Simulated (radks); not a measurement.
Species: Cr. Configuration: [Ar] 3d4.5 4s1 4p0.5 (fractional occupations, a model configuration).

All-electron calculation, non-relativistic Kohn-Sham, r2SCAN, spin-polarised, spherical densities, point nucleus; open shells are filled with parallel spins first; meta-GGA in the generalised Kohn-Sham scheme. Program: a radial shooting solver on a logarithmic mesh with Libxc functionals.

Energy parts (eV):
part                      energy
total                 -28418.887
kinetic                28395.515
electron-nucleus      -67489.154
Hartree                11998.563
exchange-correlation   -1323.812

Orbitals (lengths in bohr, moments of r in powers of bohr; <r^-3> diverges for s and p1/2):
orbital  occ.  eigenvalue (eV)      <r>  <r^-3>
1s up       1        -5857.080  0.06420       -
1s down     1        -5857.079  0.06420       -
2s up       1        -668.2842   0.2956       -
2s down     1        -666.1992   0.2950       -
2p up       3        -566.5852   0.2611   350.5
2p down     3        -564.9981   0.2604   352.0
3s up       1         -79.1079   0.9078       -
3s down     1         -73.6384   0.9113       -
3p up       3         -50.4622   0.9656   41.35
3p down     3         -44.9603   0.9690   40.70
3d up     4.5          -6.2852    1.352   3.113
4s up       1          -5.6265    3.228       -
4p up     0.5          -1.8562    4.369   1.653

The highest occupied level is 4p up at -1.856 eV. The electron density at the nucleus is 9318 e/bohr^3.
